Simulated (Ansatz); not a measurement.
The cluster Sn3⁻ was relaxed with r2SCAN-D4 (def2-SVPD) in Ansatz in these states: charge -1 doublet, charge -1 quartet. The geometries follow in no particular order.

In the def2 sets Sn takes a core potential; there is no spin–orbit coupling.

A:

```xyz
3

Sn    0.129   -0.315    1.713
Sn   -1.165    1.044   -0.778
Sn    1.036   -0.728   -0.935
```

B:

```xyz
3

Sn   -0.788   -0.419    1.427
Sn    0.862   -1.071   -0.971
Sn   -0.074    1.491   -0.456
```

Q: Judge from the bond lengths which geometry belongs to which state (an estimate).

A: A is the charge -1 quartet (Sn1–Sn2 3.119 Å, Sn1–Sn3 2.830 Å, Sn2–Sn3 2.830 Å); B is the charge -1 doublet (Sn1–Sn2 2.983 Å, Sn1–Sn3 2.776 Å, Sn2–Sn3 2.776 Å).

At r2SCAN-D4/def2-SVPD the charge -1 quartet is spin-contaminated (final ⟨S²⟩ up to 3.91, 3.75 for a pure state). At r2SCAN-D4/def2-SVPD the highest occupied level of the charge -1 quartet lies above zero (up to 0.77 eV). It is a level of α spin, whose loss leaves a triplet; that state wasn't run at this geometry and level. The electron is either unbound and held by the finite basis, or the level is raised by self-interaction error. At PBE0-D4/def2-TZVPD a doublet lies 1.03 eV below the charge -1 quartet. These are the stationary points nearest to one start from a short search; other shapes may lie lower in each state.
